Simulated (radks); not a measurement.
Co XX, 8 electrons, occupied as [He] 2s2 2p4.

Calculated with a radial shooting solver on a logarithmic mesh with Libxc functionals: scalar-relativistic Kohn-Sham, PBEsol, spin-polarised, spherical densities, point nucleus; open shells are filled with parallel spins first.

Energy parts (eV):
| part | energy |
|---|---|
| total | -31005.283 |
| kinetic | 31483.643 |
| electron-nucleus | -66287.214 |
| Hartree | 4737.654 |
| exchange-correlation | -939.365 |

Orbitals (lengths in bohr, moments of r in powers of bohr):
orbital  occ.  eigenvalue (eV)       <r^4>     <r^2>
1s up       1        -8483.256  0.00004595  0.004234
1s down     1        -8473.227  0.00004573  0.004224
2s up       1        -1676.197    0.008238   0.06989
2s down     1        -1659.768    0.008389   0.07047
2p up       3        -1569.913    0.005770   0.05451
2p down     1        -1550.084    0.005923   0.05516

The highest occupied level is 2p down at -1550.1 eV. The density falls to 0.001 e/bohr^3 at r = 0.81 bohr. Summed over all electrons, <r^2> = 0.3675 bohr^2, which gives a Langevin (diamagnetic) susceptibility term of -0.291 x 10^-6 cm^3/mol. Spin moment in Bohr magnetons: 2. For comparison, the ionisation energy in NIST's Atomic Spectra Database is 1606 eV (semi-empirical). In exact Kohn-Sham theory the highest level is minus the ionisation energy, but local and semilocal functionals leave it too shallow, through self-interaction and a potential that decays too fast; potentials with the right tail come closer.
